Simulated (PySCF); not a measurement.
PySCF input file for Si(CF3)(Cl)2(H) (CHCl₂F₃Si), SMILES Cl[SiH](C(F)(F)F)Cl, PBE0/pcSseg-1. The structure is a stationary point at ωB97X-D3(BJ)/def2-SVP.

```python
import numpy as np
from pyscf import gto, scf, dft
from pyscf.prop.nmr import rks as nmr

mol = gto.M(
    atom='''
    Si    0.51663552    0.58051751    0.00000000
    Cl    1.40846634   -0.16010272    1.67721342
    Cl    1.40846639   -0.16010272   -1.67721340
    C    -1.30654223   -0.02999250   -0.00000001
    F    -1.40281180   -1.36643486   -0.00000002
    F    -1.95549463    0.42995296   -1.08548115
    F    -1.95549466    0.42995296    1.08548111
    H     0.54270957    2.05496298    0.00000001
    ''',
    basis='pcSseg-1',
    charge=0,
    spin=0,
    max_memory=1600,
    verbose=3,
)
mf = dft.RKS(mol, xc='pbe0')
mf.grids.level = 3
mf.conv_tol = 1e-10
mf.max_cycle = 100
mf.kernel()
n = nmr.NMR(mf)
n.verbose = 2
n.max_cycle_cphf = 60
sigma = n.kernel()
print('atom   isotropic/ppm   span/ppm')
for i, s in enumerate(sigma):
    w = np.linalg.eigvalsh((s + s.T) / 2)
    print(f'{mol.atom_symbol(i):2s}{i + 1:3d} {w.mean():14.3f} {w[2] - w[0]:11.3f}')
```

Log of the run:

```
converged SCF energy = -1547.41021246992
atom   isotropic/ppm   span/ppm
Si  1        350.332      74.782
Cl  2        899.459     237.342
Cl  3        899.459     237.342
C   4         52.735       3.164
F   5        255.520     167.583
F   6        252.443     174.412
F   7        252.443     174.412
H   8         25.822       9.337
```

Self-consistency was reached.
